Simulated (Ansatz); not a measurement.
Geometry optimisation, RKS PBE/def2-mTZVP in Ansatz 0.2.0.

Input file:

```yaml
crystal:
  periodic: [false, false, false]
  atoms:
    - { symbol: Al, position_ang: [-0.6102, 1.4096, 0.1145] }
    - { symbol: C, position_ang: [0.6368, 0.1193, 0.8156] }
    - { symbol: "N", position_ang: [0.1698, -1.2163, 0.4573] }
    - { symbol: In, position_ang: [0.255, -1.7197, -1.1781] }
    - { symbol: H, position_ang: [-0.8551, 1.5927, -1.4927] }
    - { symbol: H, position_ang: [-1.3336, 2.5296, 1.0876] }
    - { symbol: H, position_ang: [0.77616, -1.85964, -0.09047] }
    - { symbol: H, position_ang: [-0.2494, -1.5846, 1.3033] }
    - { symbol: H, position_ang: [0.4096, -1.4896, -1.4993] }
basis:
  gaussian: { orbitals: def2-mTZVP }
hamiltonian:
  xc: pbe
relax:
  f_tol: 0.02
  max_steps: 50
```

Launched with:

```bash
$ ansatz run input.yaml --threads 2 --pin off --max-ram 3072MiB --backend cpu --events-out ev --progress --plain --runs-dir out
```

Task: Where does it end, and by what steps?

Result: The forces met the threshold. After 49 steps the energy has fallen by 204.897 eV; H5 moved furthest, 2.18 Å. The start is strongly strained (largest force component 926 eV/Å), so its close contacts needn't be bonds. Parted: N3–H7. Joined: Al1–In4.

| step | energy less start (eV) | largest force component (eV/Å) | accepted |
| --- | --- | --- | --- |
| 0 | 0.0000 | 925.584 | yes |
| 2 | -174.3160 | 65.982 | yes |
| 4 | -195.1790 | 15.386 | yes |
| 6 | -197.5601 | 13.102 | yes |
| 8 | -199.6627 | 8.410 | yes |
| 10 | -201.4610 | 3.936 | yes |
| 12 | -202.5226 | 1.362 | yes |
| 14 | -202.9474 | 0.683 | yes |
| 16 | -203.2202 | 0.554 | yes |
| 18 | -203.4594 | 0.494 | yes |
| 20 | -203.6753 | 0.763 | yes |
| 22 | -203.8110 | 0.360 | yes |
| 24 | -203.9018 | 0.271 | yes |
| 26 | -203.9721 | 0.227 | yes |
| 28 | -204.0238 | 0.292 | yes |
| 30 | -204.0783 | 0.575 | yes |
| 32 | -204.1668 | 0.439 | yes |
| 34 | -204.2861 | 0.387 | yes |
| 36 | -204.5072 | 0.461 | yes |
| 38 | -204.7575 | 0.682 | yes |
| 40 | -204.7635 | 1.619 | no |
| 42 | -204.8796 | 0.406 | yes |
| 44 | -204.8937 | 0.065 | yes |
| 46 | -204.8960 | 0.088 | yes |
| 48 | -204.8968 | 0.027 | yes |
| 49 | -204.8969 | 0.019 | yes |

```xyz
9
Properties=species:S:1:pos:R:3
Al -0.342 1.410 -0.386
C -0.121 0.028 0.975
N 0.053 -1.095 1.452
In 0.063 -1.320 -1.180
H 0.977 2.291 -0.551
H -1.866 1.860 -0.528
H 1.719 -1.816 -1.380
H 0.092 -1.291 2.463
H -1.376 -2.285 -1.347
```

The run took 110 s on 2 threads of Arm Neoverse V2, on a shared host, peak memory 0.16 GiB.
